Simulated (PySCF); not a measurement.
C₂H₇NSi.
SMILES with atom numbers: `[CH2:1]=[CH:2][SiH2:3][NH2:4]`

Lines to be assigned: C 1s: 290.05 (area 1), 290.51 (area 1) eV; N 1s: 404.58 eV; Si 1s: 1846.54 eV; Si 2p3/2: 106.66 eV.

Computed, not measured: delta-SCF UKS SCAN, pcX-2 on the ionised atom, pcseg-1 elsewhere, spin-free X2C in PySCF. One conformer (not necessarily the lowest) at the PBE0-D3(BJ)/def2-SVP geometry, without solvent, vibrations or thermal averaging.

Task: Order the carbon atoms by C 1s binding energy.

Result: 290.05 eV: C2 (alkene CH carbon); 290.51 eV: C1 (terminal =CH2 carbon). Lowest listed C 1s: C2, bonded to C (double bond), H and Si. Highest, 0.46 eV above it: C1, bonded to C (double bond) and 2 H. Summing the Pauling electronegativity differences to the bonded atoms, each weighted by its formal bond order, gives -1.00 for the lowest site and -0.70 for the highest.

Bonded neighbours of each site: C1: C (double bond) and 2 H; C2: C (double bond), H and Si; Si3: N, C and 2 H; N4: 2 H and Si.

Task: Which effective nuclear charge Zeff reproduces each element's mean 1s value in the hydrogen-like formula E = 13.606 eV × Zeff²?

Result: C (Z = 6): mean 290.3 eV, Zeff = 4.62, Z − Zeff = 1.38; N (Z = 7): mean 404.6 eV, Zeff = 5.45, Z − Zeff = 1.55; Si (Z = 14): mean 1846.5 eV, Zeff = 11.65, Z − Zeff = 2.35. Means run over the listed sites, weighted by atom count.

Spin–orbit and ligand-field terms were added within each 2p shell after the spin-free SCF. 2p1/2 minus 2p3/2 (ligand field included): Si 0.62 eV.

The values belong to the conformer `[CH2:1]=[CH:2][SiH2:3][NH2:4]`: C1–C2–Si3–N4 125°, H–N4–Si3–C2 161°, H–N4–Si3–C2 -58°.
